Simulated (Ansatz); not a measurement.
Basis-set extrapolation for C$_{2}$H$_{8}$OSSi, SMILES `CO[SiH2]SC` (PBE0-D4/def2-TZVP geometry, frozen core, Ansatz 0.2.0). Multiplicity 1, RHF reference.

```tsv
	def2-TZVPP	def2-QZVPP
HF	-841.868030	-841.896289
MP2 correlation	-0.890136	-0.957443
CCSD(T) correlation	-0.984672	not run
```

Energies in hartree. Use E(X) = E(∞) + A·exp(−7.88·√X) for Hartree–Fock and E(X) = E(∞) + B·X^(−2.97) for correlation, with X = 3 and 4, and add CCSD(T) minus MP2 of the smaller set to the MP2 limit.

Problem. What is the CCSD(T) energy at the basis-set limit?

Solution. HF limit: -841.896289 + (-0.028259) × 0.13774 = -841.90018. MP2 limit: -0.957443 + (-0.067307) × 0.74074 = -1.00730. Higher-order term: -0.984672 − (-0.890136) = -0.09454. Total: -843.00202 hartree, 4.06 eV below CCSD(T)/def2-TZVPP.
